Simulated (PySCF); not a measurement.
Computed shifts of a molecule C2H12Si4, PySCF with PBE/pcSseg-1, GIAO, gas phase, atoms alike by connectivity averaged where their shifts nearly agree, in ppm (number of nuclei): ²⁹Si: -26.4 (1), -64.5 (2), -105.3 (1). ¹³C: -4.7 (2). ¹H: 4.71 (2), 4.60 (1), 4.56 (2), 4.06 (3), 0.95 (2), 0.21 (2). References: ²⁹Si against TMS (σ = 335.4 ppm); ¹³C against TMS (σ = 182.0 ppm); ¹H against TMS (σ = 31.49 ppm), references at their B3LYP-D3(BJ)/def2-TZVP geometries, non-relativistic. Geometry optimised at PBE-D3(BJ)/def2-SVP. The values are those of a single conformer.

**Question.** Which structure fits?
A) [SiH3][SiH2]/C=C/[SiH2][SiH3]
B) [SiH3][SiH]1C[SiH2][SiH2]C1
C) [SiH3][C@H]1C[Si@@H]([SiH3])[SiH2]1
D) [SiH3]CC1[SiH2][SiH2][SiH2]1

**Answer.** B, [SiH3][SiH]1C[SiH2][SiH2]C1
